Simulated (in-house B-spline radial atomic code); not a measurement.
Radial electron density of the cadmium ion Cd²⁺, [Ar] 3d9 4s2 4p6 4d10 4f1. All numbers are computed (non-relativistic Hartree-Fock, average of configuration; point nucleus, inside a hard spherical wall at 4.25 bohr) with an all-electron radial atomic-structure program (B-spline basis), not measured.

Columns: r (bohr), 4πr²n(r) (electrons per bohr), bar.

```
 0.00135    1.563 #
 0.00165    2.268 #
   0.002    3.222 ##
 0.00244    4.598 ###
 0.00297    6.474 ####
 0.00361    8.996 #####
  0.0044    12.39 #######
 0.00535    16.73 ##########
 0.00651    22.17 #############
 0.00793    28.72 ################
 0.00965    36.11 #####################
  0.0117    43.72 #########################
  0.0143    51.16 #############################
  0.0174    56.84 #################################
  0.0212    59.85 ##################################
  0.0258    59.59 ##################################
  0.0313    56.74 #################################
  0.0381    53.29 ###############################
  0.0464    52.41 ##############################
  0.0565    56.62 ################################
  0.0688    65.44 #####################################
  0.0837    74.29 ###########################################
   0.102    76.79 ############################################
   0.124    69.96 ########################################
   0.151    58.46 #################################
   0.184    52.02 ##############################
   0.223    55.13 ################################
   0.272    60.65 ###################################
   0.331    56.29 ################################
   0.403    40.19 #######################
    0.49    23.93 ##############
   0.596    18.03 ##########
   0.726    20.49 ############
   0.883    21.87 #############
    1.07    17.99 ##########
    1.31    11.11 ######
    1.59    5.646 ###
    1.94    2.463 #
    2.36    1.141 #
    2.87   0.6296 
    3.49   0.2487 
    4.21 0.0007991
```

On this grid the curve has 4 maxima, near 0.0212, 0.102, 0.272, 0.883 bohr.

The 3d radial function P(r) = rR(r), positive near the nucleus:

| r (bohr) | P |
| --- | --- |
| 0.00965 | 0.002383 |
| 0.0143 | 0.007213 |
| 0.0212 | 0.02114 |
| 0.0313 | 0.05841 |
| 0.0464 | 0.1523 |
| 0.0688 | 0.3604 |
| 0.102 | 0.7446 |
| 0.151 | 1.278 |
| 0.223 | 1.714 |
| 0.331 | 1.666 |
| 0.49 | 1.054 |
| 0.726 | 0.3825 |
| 1.07 | 0.08026 |
| 1.59 | 0.01628 |
| 2.36 | 0.004851 |
